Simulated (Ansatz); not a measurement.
Process, species as SMILES: F[Si]F (closed-shell singlet) → 2 F atom + Si atom
B3LYP-D3(BJ)/def2-TZVP geometries, fixed; electronic energies without zero-point terms.

Basis-set convergence of the atomisation energy at CCSD(T) with Ansatz (a quantum-chemistry and plane-wave program). Cartesian d functions, on some or all atoms, in 6-31+G*; all else is spherical. Cores are frozen. A restricted Hartree-Fock determinant is unstable towards unrestricted orbitals. Open shells are unrestricted. No added dispersion term, no relativity. Functions are those of the species that has most. Reference: Hartree-Fock in aug-cc-pV(Q+d)Z plus the correlation part extrapolated as X^-3 from aug-cc-pV(T+d)Z and aug-cc-pV(Q+d)Z, 299.66 kcal/mol, itself unsure by roughly 1.62 kcal/mol (a third of the extrapolation step and of the last Hartree-Fock step). Deviations are taken from unrounded values. Cost is core time over that of jun-cc-pV(T+d)Z, rough, on shared machines of one kind; a dash marks a row that isn't timed (too short, read off another run, short of memory, by another algorithm or on other hardware).

```csv
basis,functions,atomisation energy (kcal/mol),minus reference (kcal/mol),cost
STO-3G,19,201.94,-97.71,-
3-21G,31,228.13,-71.52,-
6-31G,31,214.28,-85.38,-
cc-pV(D+d)Z,51,257.01,-42.64,-
6-31+G*,61,275.72,-23.94,-
def2-SVPD,70,272.28,-27.38,-
"6-311++G(2d,2p)",89,276.05,-23.61,0.6×
jun-cc-pV(T+d)Z,126,287.19,-12.46,1×
def2-TZVPPD,128,288.24,-11.42,1×
aug-cc-pV(T+d)Z,147,290.54,-9.12,2×
def2-QZVPP,184,294.53,-5.13,3×
aug-cc-pV(Q+d)Z,249,296.56,-3.10,6×
aug-pcseg-3,259,296.98,-2.67,7×
```
